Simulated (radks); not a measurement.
Q: All-electron atom: Kr XIV in [Ar] 3d5. Calculated with a radial shooting solver on a logarithmic mesh with Libxc functionals: Dirac Kohn-Sham, BLYP, spin-unpolarised, spherical densities, finite nucleus; open shells fill j = l - 1/2 first; Fermi nuclear charge, rms radius 4.1884 fm. Some entries of the table are withheld. Estimate them.

orbital  occ.  eigenvalue (eV)  <1/r> (bohr^-1)
1s1/2       2        -14536.36            36.76
2s1/2       2        -2244.071            8.244
2p1/2       2              (1)            8.209
2p3/2       4              (2)            7.925
3s1/2       2        -599.5878            2.895
3p1/2       2        -536.5158            2.808
3p3/2       4        -527.1180            2.742
3d3/2       4        -420.2102              (3)
3d5/2       1        -418.4492              (4)

A: 
(1) 2p1/2 eigenvalue (eV): -2065.757
(2) 2p3/2 eigenvalue (eV): -2011.750
(3) 3d3/2 <1/r> (bohr^-1): 2.580
(4) 3d5/2 <1/r> (bohr^-1): 2.563
